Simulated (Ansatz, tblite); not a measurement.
Cost and result up the ladder for the cluster Cu2F2⁻ (4 atoms). Total charge -1; doublet. Geometry: PBE0-D4/def2-SVPD.

```xyz
4

Cu   -1.1450    1.5982   -0.0300
Cu    0.4072   -0.4818    0.0146
F    -1.4504   -0.3548   -0.1475
F     2.1881   -0.7617    0.1629
```

Ansatz on 4 threads of Arm Neoverse V2 on a shared host; xTB runs through tblite on one thread. Times are rough, summed over both states, and most runs start from the orbitals of an earlier one. PBE0-D4/def2-TZVPD serves as the yardstick here, not as an exact answer. The other state is a singlet.

The xTB rows come from tblite. The structure comes from a short search, and lower isomers may exist.

Raw xTB energies of ions are shifted by several eV, and xTB has no spin-polarisation term.

```tsv
level	functions	wall time
GFN2-xTB	26	0.007 s
GFN1-xTB	26	0.008 s
PBE-D4/def2-TZVPD	176	5.2 s
PBE0-D4/def2-TZVPD	176	9.6 s
r2SCAN-D4/def2-TZVPD	176	14 s
```

Problem. Estimate what each level gives for the vertical IE (eV).

Solution. 
```
               level  vertical IE (eV)  difference from PBE0-D4/def2-TZVPD (eV)                       remarks
            GFN2-xTB              4.51                                     2.28                             –
            GFN1-xTB              6.90                                     4.67                             –
   PBE-D4/def2-TZVPD              2.30                                     0.08  HOMO above zero (-1 doublet)
  PBE0-D4/def2-TZVPD              2.22                                     0.00                             –
r2SCAN-D4/def2-TZVPD              2.35                                     0.13  HOMO above zero (-1 doublet)
```
